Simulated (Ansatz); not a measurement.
B2As3⁻, relaxed as a singlet with RKS PBE-D4/def2-SVPD in Ansatz, starting from the GFN2-xTB geometry. Force threshold 0.02 eV/Å.

The structure comes from a short search, and lower isomers may exist.

Start:

```csv
atom,x (Å),y (Å),z (Å)
B1,-0.8933,-0.1597,0.4382
B2,0.7502,0.6591,0.1476
As3,1.3949,-0.3299,-1.2603
As4,-0.8732,-1.4710,-0.8482
As5,-0.3786,1.3015,1.5228
```

(1) Estimate the energy that the relaxation releases and the steps that it takes.

(2) Does the start keep its bonding and symmetry?

(3) Predict the relaxed structure.

Answers

(1) 11.6 kcal/mol, in 17 steps; 40 s on 4 threads of Arm Neoverse N1 on a shared host. No frequencies were taken in this run, so the end may be a saddle point.

(2) Bonds formed: B1–As3 (atoms count from 1).

(3) 
```csv
atom,x (Å),y (Å),z (Å)
B1,-0.677,-0.011,0.083
B2,0.938,0.606,0.460
As3,1.070,-0.220,-1.315
As4,-0.884,-1.720,-0.797
As5,-0.447,1.344,1.569
```
Bond lengths: 5 × As–B 1.92 to 2.25 Å; 1 × B–B 1.77 Å; 1 × As–As 2.52 Å.
